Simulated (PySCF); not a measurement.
SMILES C[CH2][Ga]([CH2]C)[CH2]C, GFN2-xTB optimised geometry.

```
22

C      2.32     2.14     0.04
C      1.76     0.71     0.00
Ga    -0.31     0.71     0.00
C     -1.35    -1.09    -0.01
C     -0.39    -2.28     0.03
C     -1.35     2.51     0.00
C     -2.86     2.28     0.04
H      3.41     2.14     0.03
H      1.99     2.66     0.94
H      1.97     2.71    -0.82
H      2.14     0.20    -0.89
H      2.14     0.15     0.86
H     -2.04    -1.13     0.85
H     -1.98    -1.15    -0.91
H     -0.94    -3.23     0.01
H      0.22    -2.25     0.94
H      0.28    -2.26    -0.83
H     -1.09     3.10    -0.89
H     -1.05     3.13     0.86
H     -3.41     3.23     0.04
H     -3.19     1.69    -0.82
H     -3.14     1.74     0.95
```

Density from PBE0/def2-SVP run with PySCF at that geometry.

Minimum of the electron density along straight lines between bonded atoms, close to the bond critical point (lines longer than 1.1 times the sum of covalent radii, or with two minima, are not listed):

| bond | length / Å | ρ at the minimum / e bohr⁻³ | ∇²ρ there / e bohr⁻⁵ | position (fraction from the first atom) |
|---|---|---|---|---|
| C1–C2 | 1.531 | 0.237 | -0.52 | 0.50 |
| C2–Ga3 | 2.078 | 0.098 | 0.10 | 0.54 |
| Ga3–C4 | 2.078 | 0.098 | 0.10 | 0.47 |
| C4–C5 | 1.531 | 0.237 | -0.52 | 0.50 |
| Ga3–C6 | 2.078 | 0.098 | 0.10 | 0.47 |
| C6–C7 | 1.531 | 0.237 | -0.52 | 0.50 |
| C1–H8 | 1.091 | 0.274 | -0.99 | 0.62 |
| C1–H9 | 1.091 | 0.274 | -0.99 | 0.62 |
| C1–H10 | 1.091 | 0.274 | -0.99 | 0.62 |
| C2–H11 | 1.097 | 0.267 | -0.92 | 0.62 |
| C2–H12 | 1.097 | 0.267 | -0.92 | 0.62 |
| C4–H13 | 1.097 | 0.267 | -0.92 | 0.62 |
| C4–H14 | 1.097 | 0.267 | -0.92 | 0.62 |
| C5–H15 | 1.091 | 0.274 | -0.99 | 0.62 |
| C5–H16 | 1.091 | 0.274 | -0.99 | 0.62 |
| C5–H17 | 1.091 | 0.274 | -0.99 | 0.62 |
| C6–H18 | 1.097 | 0.267 | -0.92 | 0.62 |
| C6–H19 | 1.097 | 0.267 | -0.92 | 0.62 |
| C7–H20 | 1.091 | 0.274 | -0.99 | 0.62 |
| C7–H21 | 1.091 | 0.274 | -0.99 | 0.62 |
| C7–H22 | 1.091 | 0.274 | -0.99 | 0.62 |
